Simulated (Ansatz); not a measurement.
H5BGeSi, SMILES `[BH2][Ge][SiH3]` (excited triplet) (charge 0, multiplicity 3). This triplet is an excited state, 0.64 eV above the relaxed singlet at the level frozen-core CCSD(T)/cc-pVTZ // PBE0-D3(BJ)/def2-TZVP (Ansatz, a quantum-chemistry and plane-wave program).

Calculation: frozen-core CCSD(T)/cc-pVTZ // PBE0-D3(BJ)/def2-TZVP (Ansatz).

Ansatz 0.2 input:
```yaml
crystal:
  periodic: [false, false, false]
  atoms:
    - { symbol: B, position_ang: [2.187304, -0.156898, 0.656996] }
    - { symbol: Ge, position_ang: [0.390083, -1.009178, 0.455626] }
    - { symbol: Si, position_ang: [-1.663833, 0.075216, -0.106965] }
    - { symbol: H, position_ang: [3.142568, -0.810052, 0.942857] }
    - { symbol: H, position_ang: [2.252343, 1.024552, 0.480444] }
    - { symbol: H, position_ang: [-1.45933, 1.537908, -0.292993] }
    - { symbol: H, position_ang: [-2.650814, -0.150055, 0.981388] }
    - { symbol: H, position_ang: [-2.198315, -0.51149, -1.363774] }
basis:
  gaussian: { orbitals: cc-pVTZ }
correlation:
  method: ccsd_t
magnetization:
  spin_polarized: true
  initial_magnetization: 2
```

Output:

```
Functional definition: HF
1045 factors; integrals over basis functions are off by at most 1.4e-3 eV
mean field evaluation 1: about -65084.4185 eV, gradient 1.3e1 eV
mean field evaluation 2: about -65084.4245 eV, gradient 1.3e1 eV
mean field evaluation 4: about -65086.5666 eV, gradient 2.4e0 eV
mean field evaluation 8: about -65086.7232 eV, gradient 1.3e-1 eV
mean field evaluation 16: about -65086.5576 eV, gradient 2.4e0 eV
mean field evaluation 32: about -65083.4666 eV, gradient 1.1e-1 eV
mean field evaluation 64: about -65083.4630 eV, gradient 1.0e-1 eV
mean field -65086.72383967 eV, -2391.8929837418 hartree, gradient 7.2e-6 eV, S^2 2.013494; 1 other end points of the search recorded, 0 dependent functions left out
determinant -65086.72383967 eV, -2391.8929837418 hartree, with singles and doubles -65098.66393172 eV, -2392.3317740315 hartree
determinant -65083.47317777 eV, -2391.7735241205 hartree, with singles and doubles -65095.81827438 eV, -2392.2271980530 hartree
15 core orbitals not correlated
reference -65086.72383967 eV, -2391.8929837418 hartree; 14, 12 occupied and 148, 150 virtual orbitals, 1045 factors
second order -10.39542075 eV of doubles, -0.00000000 eV of singles
cycle   1  -11.71868406 eV  change   -7.2e-1 eV  update   2.7e-2
cycle   2  -11.73719440 eV  change   -1.9e-2 eV  update   7.7e-3
cycle   3  -11.74004956 eV  change   -2.9e-3 eV  update   4.2e-3
cycle   4  -11.74345052 eV  change   -3.4e-3 eV  update   2.1e-3
cycle   5  -11.74398769 eV  change   -5.4e-4 eV  update   1.1e-3
cycle   6  -11.74430173 eV  change   -3.1e-4 eV  update   3.2e-4
cycle   7  -11.74433903 eV  change   -3.7e-5 eV  update   1.3e-4
cycle   8  -11.74432791 eV  change    1.1e-5 eV  update   7.6e-5
cycle   9  -11.74431482 eV  change    1.3e-5 eV  update   4.1e-5
cycle  10  -11.74430989 eV  change    4.9e-6 eV  update   1.9e-5
perturbative correction -0.47606009 eV, -0.0174948858 hartree
Total energy: -65098.94420965 eV, -2392.3420740554 hartree
```
